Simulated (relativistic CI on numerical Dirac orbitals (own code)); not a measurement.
# Pb LVII: computed level list

Calculated at this level of theory: Dirac-Coulomb-Breit CI, orbitals from a KLI potential per configuration, QED by a radiative potential, unscaled Slater integrals (own radial code, finite nucleus).

CI space (outside the closed core [Ne]): 3s²3p⁶3d⁸, 3s²3p⁵3d⁹, 3s²3p⁴3d¹⁰, 3s3p⁶3d⁹, 3p⁶3d¹⁰, 3s3p⁵3d¹⁰, 3s²3p⁶3d⁷4s, 3s²3p⁶3d⁷4p, 3s²3p⁴3d⁹4s, 3s²3p⁶3d⁷4d, 3s²3p⁴3d⁹4p, 3s²3p⁵3d⁸4s, 3s²3p⁶3d⁷4f, 3s²3p⁴3d⁹4d, 3s3p⁵3d⁹4s, 3s²3p⁵3d⁸4p. Levels of other configurations are missing.

The lowest level is 3s²3p⁶3d⁸ ³F4, with 85 % of that term; Hund's rules for 3s²3p⁶3d⁸ give ³F with J = 4, in agreement.

```
No.  Configuration  Term  J  E (10³ cm⁻¹)    %  Next component (%)  Landé g                 jj configuration (%)
  1      3s²3p⁶3d⁸    ³F  4           0.0   85               15 ¹G    1.199                        3d5/2^4 (100)
  2      3s²3p⁶3d⁸    ¹D  2          83.9   49               43 ³P    1.171                        3d5/2^4 (100)
  3      3s²3p⁶3d⁸    ¹S  0         271.3   52               48 ³P                                  3d5/2^4 (99)
  4      3s²3p⁶3d⁸    ³F  3         872.1  100                        1.069                3d3/2^3 3d5/2^5 (100)
  5      3s²3p⁶3d⁸    ³P  2         961.0   51               29 ³F    1.144                3d3/2^3 3d5/2^5 (100)
  6      3s²3p⁶3d⁸    ¹G  4        1007.6   85               15 ³F    1.022                3d3/2^3 3d5/2^5 (100)
  7      3s²3p⁶3d⁸    ³P  1        1011.4  100                        1.488                3d3/2^3 3d5/2^5 (100)
  8      3s²3p⁶3d⁸    ³F  2        1809.9   62               32 ¹D    0.809                3d3/2^2 3d5/2^6 (100)
  9      3s²3p⁶3d⁸    ³P  0        2036.3   52               48 ¹S                          3d3/2^2 3d5/2^6 (99)
 10      3s²3p⁵3d⁹   ³F°  4        4238.6  100                        1.236                3p3/2^3 3d5/2^5 (100)
 11      3s²3p⁵3d⁹   ¹D°  2        4329.9   52              38 ³P°    1.171                 3p3/2^3 3d5/2^5 (99)
 12      3s²3p⁵3d⁹   ³D°  3        4478.2   77              18 ¹F°    1.246                 3p3/2^3 3d5/2^5 (98)
 13      3s²3p⁵3d⁹   ¹P°  1        4580.3   55              37 ³P°    1.130                 3p3/2^3 3d5/2^5 (99)
 14      3s²3p⁵3d⁹   ³D°  2        5252.2   55              18 ³F°    1.071         3p3/2^3 3d3/2^3 3d5/2^6 (99)
 15      3s²3p⁵3d⁹   ³P°  0        5323.5  100                                     3p3/2^3 3d3/2^3 3d5/2^6 (100)
 16      3s²3p⁵3d⁹   ³P°  1        5337.4   47              44 ³D°    1.001         3p3/2^3 3d3/2^3 3d5/2^6 (99)
 17      3s²3p⁵3d⁹   ³F°  3        5340.0   56              43 ¹F°    1.036         3p3/2^3 3d3/2^3 3d5/2^6 (98)
 18      3s²3p⁵3d⁹   ³P°  2        8605.4   48              36 ³D°    1.281          3p1/2 3p3/2^4 3d5/2^5 (100)
 19      3s²3p⁵3d⁹   ¹F°  3        8670.4   39              39 ³F°    1.091           3p1/2 3p3/2^4 3d5/2^5 (99)
 20     3s²3p⁴3d¹⁰    ³P  2        8781.2   67               32 ¹D    1.321                         3p3/2^2 (99)
 21     3s²3p⁴3d¹⁰    ¹S  0        8983.1   65               35 ³P                                 3p3/2^2 (100)
 22      3s²3p⁵3d⁹   ³F°  2        9339.2   74              20 ¹D°    0.752  3p1/2 3p3/2^4 3d3/2^3 3d5/2^6 (100)
 23      3s²3p⁵3d⁹   ³D°  1        9637.4   48              36 ¹P°    0.826  3p1/2 3p3/2^4 3d3/2^3 3d5/2^6 (100)
 24       3s3p⁶3d⁹    ³D  3       10822.7  100                        1.319                     3s 3d5/2^5 (100)
 25       3s3p⁶3d⁹    ¹D  2       10925.6   49               49 ³D    1.074                      3s 3d5/2^5 (98)
 26       3s3p⁶3d⁹    ³D  1       11723.6  100                        0.485             3s 3d3/2^3 3d5/2^6 (100)
 27       3s3p⁶3d⁹    ³D  2       11780.9   50               47 ¹D    1.076              3s 3d3/2^3 3d5/2^6 (97)
 28     3s²3p⁴3d¹⁰    ³P  1       12962.1  100                        1.487                  3p1/2 3p3/2^3 (100)
 29     3s²3p⁴3d¹⁰    ¹D  2       13101.4   66               30 ³P    1.135                   3p1/2 3p3/2^3 (96)
 30      3s3p⁵3d¹⁰   ³P°  2       15077.1  100                        1.484                     3s 3p3/2^3 (100)
 31      3s3p⁵3d¹⁰   ¹P°  1       15407.9   61              39 ³P°    1.181                      3s 3p3/2^3 (99)
 32     3s²3p⁴3d¹⁰    ³P  0       17288.2   65               35 ¹S                                 3p3/2^4 (100)
 33    3s²3p⁶3d⁷4s    ⁵F  5       17363.1   56               37 ³G    1.288                      3d5/2^3 4s (99)
 34    3s²3p⁶3d⁷4s    ³F  4       17396.5   44               21 ¹G    1.127                      3d5/2^3 4s (99)
 35    3s²3p⁶3d⁷4s    ³P  2       17495.5   51               17 ³D    1.405                      3d5/2^3 4s (99)
 36    3s²3p⁶3d⁷4s    ¹P  1       17508.3   32               31 ³P    0.996                      3d5/2^3 4s (99)
 37    3s²3p⁶3d⁷4s    ³D  3       17560.3   52               23 ⁵P    1.342                      3d5/2^3 4s (98)
 38    3s²3p⁶3d⁷4s    ¹D  2       17580.3   31               22 ³D    1.071                      3d5/2^3 4s (98)
 39    3s²3p⁶3d⁷4s    ⁵F  4       18244.4   73               12 ³F    1.273              3d3/2^3 3d5/2^4 4s (99)
 40    3s²3p⁶3d⁷4s    ³F  3       18265.7   46               35 ⁵F    1.076              3d3/2^3 3d5/2^4 4s (99)
 41    3s²3p⁶3d⁷4p   ³F°  4       18281.2   34              29 ⁵D°    1.264                   3d5/2^3 4p1/2 (99)
 42    3s²3p⁶3d⁷4p   ³G°  5       18298.5   37              16 ³H°    1.154                   3d5/2^3 4p1/2 (99)
 43    3s²3p⁶3d⁷4s    ⁵F  5       18304.9   37               26 ³G    1.196              3d3/2^3 3d5/2^4 4s (99)
 44    3s²3p⁶3d⁷4s    ³F  4       18325.8   37               37 ³H    1.021              3d3/2^3 3d5/2^4 4s (99)
 45    3s²3p⁶3d⁷4s    ³D  1       18347.1   27               26 ⁵F    1.034              3d3/2^3 3d5/2^4 4s (99)
 46    3s²3p⁶3d⁷4s    ⁵P  2       18347.7   32               20 ³D    1.276              3d3/2^3 3d5/2^4 4s (99)
 47    3s²3p⁶3d⁷4s    ⁵P  3       18357.9   55               21 ³D    1.456              3d3/2^3 3d5/2^4 4s (99)
 48    3s²3p⁶3d⁷4s    ³P  1       18381.5   46               27 ⁵P    1.568             3d3/2^3 3d5/2^4 4s (100)
 49    3s²3p⁶3d⁷4s    ³H  6       18383.2  100                        1.153             3d3/2^3 3d5/2^4 4s (100)
 50    3s²3p⁶3d⁷4s    ³P  2       18391.1   48               14 ¹D    1.263              3d3/2^3 3d5/2^4 4s (98)
 51    3s²3p⁶3d⁷4s    ³P  0       18395.9  100                                          3d3/2^3 3d5/2^4 4s (100)
 52    3s²3p⁶3d⁷4s    ¹H  5       18401.5   59               41 ³H    1.000             3d3/2^3 3d5/2^4 4s (100)
 53    3s²3p⁶3d⁷4p   ³P°  1       18408.2   30              21 ³D°    1.336                   3d5/2^3 4p1/2 (99)
 54    3s²3p⁶3d⁷4p   ³D°  2       18415.1   29              22 ³F°    1.066                   3d5/2^3 4p1/2 (99)
 55    3s²3p⁶3d⁷4s    ³F  4       18459.8   59               20 ³G    1.151              3d3/2^3 3d5/2^4 4s (99)
 56    3s²3p⁶3d⁷4s    ³F  3       18465.1   41               35 ³G    0.940              3d3/2^3 3d5/2^4 4s (99)
 57    3s²3p⁶3d⁷4p   ³P°  2       18474.6   28              27 ³D°    1.299                   3d5/2^3 4p1/2 (98)
 58    3s²3p⁶3d⁷4p   ³F°  3       18484.8   27              23 ³D°    1.117                   3d5/2^3 4p1/2 (98)
 59    3s²3p⁶3d⁷4s    ¹F  3       18501.0   38               30 ³D    1.148              3d3/2^3 3d5/2^4 4s (98)
 60    3s²3p⁶3d⁷4s    ³F  2       18502.6   61               19 ¹D    0.843              3d3/2^3 3d5/2^4 4s (99)
 61    3s²3p⁶3d⁷4s    ³D  1       18667.2   89                4 ¹P    0.513              3d3/2^3 3d5/2^4 4s (99)
 62    3s²3p⁶3d⁷4s    ³D  2       18677.0   53               36 ¹D    1.102              3d3/2^3 3d5/2^4 4s (99)
 63    3s²3p⁶3d⁷4p   ⁵F°  3       19166.1   32              26 ⁵D°    1.230           3d3/2^3 3d5/2^4 4p1/2 (99)
 64    3s²3p⁶3d⁷4p   ⁵G°  4       19172.1   37              24 ³G°    1.099           3d3/2^3 3d5/2^4 4p1/2 (99)
 65    3s²3p⁶3d⁷4s    ⁵F  3       19192.2   43               28 ³D    1.231              3d3/2^2 3d5/2^5 4s (99)
 66    3s²3p⁶3d⁷4s    ⁵F  2       19197.8   51               14 ¹D    1.015              3d3/2^2 3d5/2^5 4s (99)
 67    3s²3p⁶3d⁷4p   ³I°  5       19230.5   28              24 ³G°    1.061           3d3/2^3 3d5/2^4 4p1/2 (99)
 68    3s²3p⁶3d⁷4p   ⁵D°  4       19236.9   24              23 ³F°    1.154           3d3/2^3 3d5/2^4 4p1/2 (99)
 69    3s²3p⁶3d⁷4s    ³F  2       19238.8   37               32 ⁵P    1.260             3d3/2^2 3d5/2^5 4s (100)
 70    3s²3p⁶3d⁷4s    ³P  1       19239.8   41               32 ⁵F    1.143              3d3/2^2 3d5/2^5 4s (99)
```

Energies count from the lowest computed level; ° marks odd parity. Filled j subshells are mostly left out of the jj labels.

The mean weight of the leading LS term, summed over parents, in these 70 levels is 56 %, and that of the leading jj configuration (from the same eigenvectors) 99 %, so jj coupling describes them better and the LS labels are nominal.

At this charge energies of transitions that change n are usually good to better than 1 %, and those within a shell (Δn = 0) to a few per cent.

LS names give the leading component of a level, which can be under half, so a name can repeat, a term be missing and a line seem to break the LS rules.
